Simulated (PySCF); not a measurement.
Ge(H)2(Cl)(Br), SMILES [Cl][GeH2][Br] (H₂BrClGe) (B3LYP/def2-SVP optimised geometry):

```
5

Ge    -0.443    -0.696     0.000
Cl    -1.113    -1.750    -1.774
Br    -1.165    -1.828     1.892
H      1.092    -0.696     0.000
H     -1.092     0.696     0.000
```

Level of theory: B3LYP/def2-TZVP in PySCF 2.14.0.

Q: What are the frontier orbital energies and the dipole moment?

A: HOMO-2 -8.96 eV, HOMO-1 -8.43 eV, HOMO -8.34 eV, LUMO -1.57 eV, LUMO+1 -0.55 eV; dipole moment 1.88 D.

On the same geometry PBE/def2-TZVP (PySCF 2.14.0) gives HOMO-2 -7.83 eV, HOMO-1 -7.41 eV, HOMO -7.31 eV, LUMO -2.19 eV, LUMO+1 -1.19 eV; dipole moment 1.78 D.

Meta-Löwdin charges at B3LYP/def2-TZVP: Ge1 0.63, Cl2 -0.29, Br3 -0.25, H4 -0.04, H5 -0.04.
